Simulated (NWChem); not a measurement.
Species: BH2I; SMILES BI

```xyz
4

B      0.0000     0.0000    -1.8270
H      0.0000     1.0626    -2.3881
H      0.0000    -1.0626    -2.3881
I      0.0000     0.0000     0.2774
```
Atoms are numbered in this order, from 1.

Level: PBE0/def2-SVP with def2 effective core potentials on I (NWChem), optimised geometry, unscaled harmonic frequencies. def2 effective core potentials on I; no spin-orbit coupling.

```tsv
frequency (cm⁻¹)	IR intensity (km/mol)
612	40.8
747	0.2
915	13.8
1150	100.9
2617	91.0
2754	64.1
```

| Item | Result |
|---|---|
| zero-point energy | 12.6 kcal/mol |
| thermal correction to the enthalpy at 298.15 K (with zero-point energy) | 15.1 kcal/mol |
| heat capacity Cv | 8.4 cal/(mol K) |
| entropy at 298.15 K and 1 atm (symmetry number 2) | 60.7 cal/(mol K) |

Rigid rotor and harmonic oscillator.
